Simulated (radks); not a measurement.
Species: Ho III. Configuration: [Xe] 4f9.5 6p1.5 (fractional occupations, a model configuration).

All-electron calculation, scalar-relativistic Kohn-Sham, BLYP, spin-unpolarised, spherical densities, finite nucleus; Fermi nuclear charge, rms radius 5.2022 fm. Program: a radial shooting solver on a logarithmic mesh with Libxc functionals.

Energy parts (hartree):
| part | energy |
|---|---|
| total | -12614.6474 |
| kinetic | 13640.8191 |
| electron-nucleus | -30839.6087 |
| Hartree | 4854.0359 |
| exchange-correlation | -269.8937 |

Orbitals (lengths in bohr, moments of r in powers of bohr):
orbital  occ.  eigenvalue (hartree)      <r^4>
1s          2             -2040.483  9.254e-07
2s          2             -342.2835  0.0001447
2p          6             -303.4110  0.0001095
3s          2             -77.37224   0.005498
3p          6             -65.49123   0.005794
3d         10             -50.40038   0.004564
4s          2             -16.20930     0.1334
4p          6             -12.29088     0.1755
4d         10              -6.99438     0.2711
4f        9.5              -1.20731      1.473
5s          2              -2.80778      4.392
5p          6              -1.84965      8.385
6p        1.5              -0.49683      344.7

The highest occupied level is 6p at -13.520 eV. The electron density at the nucleus is 8.477e+05 e/bohr^3 (large components only).
